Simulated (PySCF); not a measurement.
## Nuclear quadrupole coupling in `C#C[SiH2]/N=C/C=C\C`

C6H9NSi.
Structure used (PBE0-D3(BJ)/def2-SVP), in Å, numbered top down from 1:
```
atom  x, y, z in Å
C1     3.5012    2.0863    0.6822
C2     2.9851    1.0480    0.3132
Si3    2.2252   -0.5310   -0.2338
N4     0.4913   -0.3943   -0.1240
C5    -0.2405   -1.1543    0.5934
C6    -1.6986   -1.0817    0.6995
C7    -2.5349   -0.2779    0.0114
C8    -2.1886    0.7470   -1.0076
H9     3.9568    3.0051    1.0063
H10    2.5982   -0.7690   -1.6566
H11    2.7631   -1.6402    0.6216
H12    0.2017   -1.9625    1.2195
H13   -2.1391   -1.7812    1.4169
H14   -3.6035   -0.3881    0.2371
H15   -1.1614    0.6274   -1.3710
H16   -2.2638    1.7532   -0.5571
H17   -2.9085    0.7251   -1.8406
```

Field gradients from the PBE0/pcSseg-1 density (PySCF, non-relativistic), principal values in atomic units, ordered |Vxx| ≤ |Vyy| ≤ |Vzz|:

```
atom     Vxx     Vyy      Vzz
  N4  0.2103  0.7162  -0.9265
```

**Question.** Find the asymmetry η = (Vxx − Vyy)/Vzz and the couplings χ = eQV/h (234.96 MHz × Q in barn × V in au), with Q(14N) = 0.02044 b.

**Answer.** 
```tsv
atom	environment	nucleus	η	χzz (MHz)	χxx (MHz)	χyy (MHz)
N4	C=N nitrogen	14N	0.55	-4.450	1.010	3.440
```

**Question.** What is Vzz at N4 in SI units (1 au = 9.71736 × 10²¹ V/m²)?

**Answer.** -0.9265 au = -9.003 × 10²¹ V/m².

**Question.** And the gradient at the other heavy atoms, for which no coupling is worked out here?

**Answer.** 
```json
{"atom": "C1", "environment": "terminal alkyne carbon", "Vzz (au)": "-0.349", "η": "0.09"}
{"atom": "C2", "environment": "alkyne carbon", "Vzz (au)": "-0.351", "η": "0.02"}
{"atom": "Si3", "environment": "SiH2 silicon", "Vzz (au)": "-0.269", "η": "0.41"}
{"atom": "C5", "environment": "C=N carbon", "Vzz (au)": "0.456", "η": "0.09"}
{"atom": "C6", "environment": "alkene CH carbon", "Vzz (au)": "0.221", "η": "0.59"}
{"atom": "C7", "environment": "alkene CH carbon", "Vzz (au)": "0.442", "η": "0.28"}
{"atom": "C8", "environment": "allylic carbon", "Vzz (au)": "-0.114", "η": "0.54"}
```

**Question.** What couplings would deuterons (Q(2H) = 0.00286 b) have in place of the hydrogens, at this geometry?

**Answer.** 
```
atom  bonded to  bond length (Å)  Vzz (au)     η  χzz (kHz)
  H9         C1            1.076    0.3384  0.00        227
 H10        Si3            1.490    0.1404  0.01         94
 H11        Si3            1.500    0.1332  0.02         90
 H12         C5            1.114    0.2588  0.06        174
 H13         C6            1.095    0.2995  0.10        201
 H14         C7            1.098    0.2927  0.05        197
 H15         C8            1.096    0.2846  0.03        191
 H16         C8            1.105    0.2868  0.03        193
 H17         C8            1.101    0.2911  0.04        196
```

The structure is a single PBE0-D3(BJ)/def2-SVP conformer in the gas phase; no vibrational or solvent corrections. With so small a basis the couplings can be 20 % off.
